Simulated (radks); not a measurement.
Values are calculated unless marked as measured or tabulated.
Spherical quantum dot in the effective-mass picture: electrons in a well V = -V0 / (1 + exp((r - R)/a)) with V0 = 41.9, R = 1.46, a = 0.11, all in effective atomic units (hartree* = m*/eps^2 hartree, bohr* = eps/m* bohr), one dielectric constant everywhere. Level of theory: non-relativistic Kohn-Sham, r2SCAN, spin-polarised, spherical densities, generalised Kohn-Sham scheme (a radial shooting solver with Libxc functionals). Levels are named by radial order and angular momentum (1s, 1p, 1d, 2s, ...), and open shells are averaged over m. Results are scaled to m* = 0.025 and eps = 4.3, for which hartree* = 36.79 meV and bohr* = 9.102 nm.

N = 13, configuration 1s2 1p6 1d(up 5, down 0). This is the lowest configuration that the search found. Occupied and some empty levels:

level,occupation,eigenvalue (meV),<r> (nm)
1s up,1,-998.17,7.425
1s down,1,-989.53,7.307
1p up,3,-925.85,8.353
1p down,3,-913.89,8.307
1d up,5,-823.85,9.017
1d down,0,-809.84,9.005
2s up,0,-736.35,6.781
2s down,0,-729.76,6.865
1f up,0,-697.72,9.544
1f down,0,-682.43,9.545
2p up,0,-583.29,7.758
2p down,0,-574.77,7.753

Energy (meV): total -14484.8, kinetic 2185.7, external -19233, Hartree 3028.0, exchange-correlation -464.93.
